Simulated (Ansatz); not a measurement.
Harmonic frequencies (cm⁻¹) at PBE0-D4/def2-TZVP from Ansatz: 182, 521, 560, 702, 834, 881, 928, 1268, 1443, 1447, 2188, 2211, 3046, 3126, 3146.

Which molecule is it?
A. `[CH3][SnH][Br]`•
B. `CS[S]`•
C. `[CH2][SiH3]`•
D. `C[SiH2]`•

D.
